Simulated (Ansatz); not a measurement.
The same path of CH7ClO2Si2 (13 atoms, charge 0, multiplicity 1) was run twice with different band settings. The coordinate that changes most is the dihedral O1–C2–Si3–Si5.

These are results of RKS PBE-D4/def2-SVP in Ansatz 0.2.0, not measurements.

Relaxed end points:

```xyz
13
Properties=species:S:1:pos:R:3
O -2.192 -1.420 0.673
C -1.029 -1.353 -0.134
Si -0.271 0.386 -0.016
O -0.447 0.638 1.645
Si 1.939 0.702 -0.763
Cl -1.421 1.800 -1.057
H -1.963 -0.981 1.518
H -0.249 -2.107 0.152
H -1.314 -1.582 -1.183
H -0.300 1.541 1.976
H 2.890 -0.238 -0.070
H 2.012 0.461 -2.247
H 2.367 2.118 -0.480
```

```xyz
13
Properties=species:S:1:pos:R:3
O -1.283 -1.626 -1.006
C -1.016 -1.338 0.363
Si -0.251 0.391 0.477
O -0.069 0.803 2.092
Si 1.687 0.666 -0.827
Cl -1.694 1.628 -0.463
H -1.872 -0.915 -1.330
H -1.917 -1.416 1.021
H -0.291 -2.096 0.729
H 0.381 1.648 2.274
H 2.752 -0.314 -0.410
H 1.374 0.474 -2.284
H 2.219 2.062 -0.622
```

Common settings: movable images 9; climbing image yes; spring 5.0 eV/Å²; optimiser quadratic models (default); start path through a guess of the saddle point; end points relaxed.

| run | force threshold | iteration limit |
| --- | --- | --- |
| 1 | 0.05 eV/Å | 50 |
| 2 | 0.2 eV/Å | 53 |

**Question.** What does each run give, and how far can it be trusted?

**Answer.** Run 1: converged after 22 iterations, highest image 0.115 eV above the first end. The profile has 2 maxima (images 3, 6) with wells between them (image 5): this band takes more than one step, which may be the mechanism or a detour left from its start path. A vibrational analysis at the climbing image gives one clearly imaginary mode, 100i cm⁻¹: a first-order saddle point.
Run 2: converged after 14 iterations, highest image 0.116 eV above the first end. The threshold of 0.2 eV/Å is loose, so the images may lie well off the minimum-energy path. The profile has 2 maxima (images 3, 6) with wells between them (image 5): this band takes more than one step, which may be the mechanism or a detour left from its start path. Another band between the same ends (9 images) ends at a top of the same energy, where a vibrational analysis finds 1 clearly imaginary mode.
